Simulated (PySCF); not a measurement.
## `N#Cc1ncco1`, C4H2N2O

Molfile (atoms numbered from 1):
```
C4H2N2O
     RDKit          3D

  9  9  0  0  0  0  0  0  0  0999 V2000
    3.2936   -0.3055   -0.6027 N   0  0  0  0  0  0  0  0  0  0  0  0
    2.1633   -0.2367   -0.3855 C   0  0  0  0  0  0  0  0  0  0  0  0
    0.7625   -0.1566   -0.1129 C   0  0  0  0  0  0  0  0  0  0  0  0
   -0.0062   -1.0815    0.3590 N   0  0  0  0  0  0  0  0  0  0  0  0
   -1.2467   -0.4950    0.4265 C   0  0  0  0  0  0  0  0  0  0  0  0
   -1.1508    0.7848   -0.0221 C   0  0  0  0  0  0  0  0  0  0  0  0
    0.1345    1.0068   -0.3696 O   0  0  0  0  0  0  0  0  0  0  0  0
   -2.1211   -1.0278    0.7925 H   0  0  0  0  0  0  0  0  0  0  0  0
   -1.8488    1.6063   -0.1501 H   0  0  0  0  0  0  0  0  0  0  0  0
  1  2  3  0
  2  3  1  0
  3  4  2  0
  4  5  1  0
  5  6  2  0
  6  7  1  0
  7  3  1  0
  5  8  1  0
  6  9  1  0
M  END
```

Level of theory: PySCF 2.14.0, UKS CAM-B3LYP/def2-SVP four-point reorganisation energy, gas phase. Geometry: CAM-B3LYP/def2-SVP.

(1) What is the inner reorganisation energy for hole transfer, with the ionisation energy?

## Answers

(1) λ = 0.240 (surface of the oxidised species) + 0.232 (surface of the starting species) = 0.472 eV. The ionisation energy is 10.21 eV vertical and 9.97 eV adiabatic without zero-point energy; at the relaxed geometry of the oxidised species the two energies differ by 9.74 eV. Largest bond changes: C5–C6 1.359 → 1.440 Å, N4–C5 1.374 → 1.322 Å, C6–O7 1.350 → 1.307 Å, C3–N4 1.292 → 1.321 Å, C2–C3 1.429 → 1.402 Å. ⟨S²⟩ of the relaxed oxidised species 0.779.
